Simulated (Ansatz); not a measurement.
Relaxation of CH3AlSe (6 atoms, charge 0, multiplicity 1), to a largest force component of 0.02 eV/Å in at most 50 steps.

Method: UKS PBE0-D4/def2-SVP in Ansatz 0.2.0.

```xyz
6
Properties=species:S:1:pos:R:3
C -0.267 0.019 -0.781
Al 0.263 0.401 1.051
Se 0.496 -1.730 0.338
H -1.270 -0.267 -1.096
H 0.385 0.101 -1.651
H 0.392 1.475 2.140
```

Question: Where does it end, and by what steps?

Answer: It converged. After 5 steps the energy has fallen by 0.112 eV; C1 moved furthest, 0.10 Å.

```
step  energy less start (eV)  largest force component (eV/Å)  accepted
   0                  0.0000                           0.950       yes
   1                 -0.0669                           0.448       yes
   2                 -0.0988                           0.566       yes
   3                 -0.1106                           0.148       yes
   4                 -0.1116                           0.081       yes
   5                 -0.1125                           0.010       yes
```

```xyz
6
Properties=species:S:1:pos:R:3
C -0.242 -0.079 -0.774
Al 0.247 0.429 1.018
Se 0.476 -1.690 0.305
H -1.281 -0.256 -1.080
H 0.399 0.115 -1.643
H 0.402 1.481 2.175
```

The run took 11 s on 2 threads of Intel(R) Xeon(R) Platinum 8488C (Sapphire Rapids), on a shared host, peak memory 0.24 GiB.
